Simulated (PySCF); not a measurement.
MgI₂, optimised at PBE0/def2-TZVP:

```xyz
3

Mg     0.0000     0.0000     0.0000
I      1.4924     1.4914    -1.3968
I     -1.4924    -1.4914     1.3968
```

Method: PySCF energies plus ideal-gas RRHO corrections (1 bar). All species are closed-shell singlets. I: scalar-relativistic def2 core potential, no spin-orbit coupling.

### Question
List the harmonic frequencies (cm⁻¹, unscaled) at this level and at the other levels, each on its own geometry.

### Answer
- PBE0/def2-TZVP: 83, 84, 140, 460
- PBE/def2-SVP: 93, 94, 134, 444
